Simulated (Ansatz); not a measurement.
Calculated with Ansatz (gas phase, PBE0-D4/def2-TZVP geometries, no zero-point term in ΔE). CCSD(T)/CBS is the MP2 limit (def2-TZVPP, def2-QZVPP) plus CCSD(T) − MP2 in def2-TZVPP, frozen cores. For Ge outer-core shells are correlated without core-valence functions, which leaves a few kJ/mol of doubt a bond. Scalar relativity is left out up to krypton. Each species was taken in one conformer, which may not be the lowest.

`NB(Cl)[O][GeH3]` → `NB(O)Cl` + `[GeH2]`  (germylene loss)

`NB(Cl)[O][GeH3]`:

Z-matrix (Å, degrees):
```
Ge
O 1 1.782
H 1 1.530 2 105.4
H 1 1.534 2 107.6 3 -120.1
H 1 1.541 2 109.0 3 119.7
B 2 1.351 1 130.2 3 -149.5
Cl 6 1.786 2 117.0 1 -175.1
N 6 1.402 2 125.7 1 4.9
H 8 1.005 6 123.8 2 2.7
H 8 1.004 6 121.7 2 179.3
```

`NB(O)Cl`:

```xyz
7

N    -0.808    0.587   -0.475
B     0.285   -0.066    0.090
O     0.131   -1.262    0.719
Cl    1.904    0.685   -0.020
H    -0.732    1.469   -0.946
H    -1.734    0.198   -0.434
H     0.954   -1.612    1.066
```

`[GeH2]`:

Cartesian coordinates in Å:
```
Ge 0.628 0.106 0.391
H -0.889 -0.205 0.769
H 0.261 0.099 -1.161
```

| species | CCSD(T)/CBS(def2) energy (Eh) |
| --- | --- |
| `NB(Cl)[O][GeH3]` | -2693.72389 |
| `NB(O)Cl` | -616.40523 |
| `[GeH2]` | -2077.24753 |

Q: Work out ΔE.

A: ΔE = (-616.40523) + (-2077.24753) − (-2693.72389) = 0.07113 Eh = +1.94 eV.

Largest T1 diagnostic among the species: 0.012.

At CCSD(T), def2-SVP lies −0.06 eV from the extrapolated value and def2-TZVPP +0.07 eV. From BLYP to BHLYP (50 % exact exchange), in def2-TZVPP and without D4, ΔE moves by +0.32 eV.
